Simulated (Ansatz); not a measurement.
The cluster Nb₂O₄⁻, relaxed as a doublet with UKS PBE0-D4/def2-SVPD in Ansatz, starting from the GFN2-xTB geometry. Force threshold 0.02 eV/Å.

In the def2 sets Nb takes a core potential; there is no spin–orbit coupling. The charge -1 doublet is spin-contaminated (final ⟨S²⟩ up to 0.84, 0.75 for a pure state). The relaxation made no stability test and no search for a lower SCF solution. No other spin state of charge -1 was run. Another isomer (doublet) lies 1.01 eV lower at PBE0-D4/def2-TZVPD; other spin states weren't run for this one.

Start:

```csv
atom,x (Å),y (Å),z (Å)
Nb1,-1.146,-0.771,0.070
Nb2,1.148,0.771,-0.064
O3,-1.526,-1.346,1.634
O4,1.266,1.973,1.145
O5,-1.288,-1.955,-1.154
O6,1.545,1.327,-1.630
```

Q: Estimate the energy that the relaxation releases and the steps that it takes.

A: 0.56 eV, in 6 steps; 22 s on 4 threads of Intel Xeon on a shared host. No frequencies were taken in this run, so the end may be a saddle point.

Q: Does the start keep its bonding and symmetry?

A: By distances, no bond broke or formed. The bond that changes most is Nb1–Nb2, from 2.77 to 2.96 Å (atoms count from 1). Point group C2h at the start, C2h at the end, both within 0.05 Å; within 0.015 Å the end is C2.

Q: Predict the relaxed structure.

A: 
```tsv
atom	x (Å)	y (Å)	z (Å)
Nb1	-1.341	-0.624	0.018
Nb2	1.339	0.625	-0.014
O3	-1.394	-1.315	1.606
O4	1.142	1.927	1.110
O5	-1.162	-1.921	-1.116
O6	1.416	1.308	-1.604
```
Bond lengths (bridged metal pairs left out): 4 × Nb–O 1.73 Å; 1 × Nb–Nb 2.96 Å.
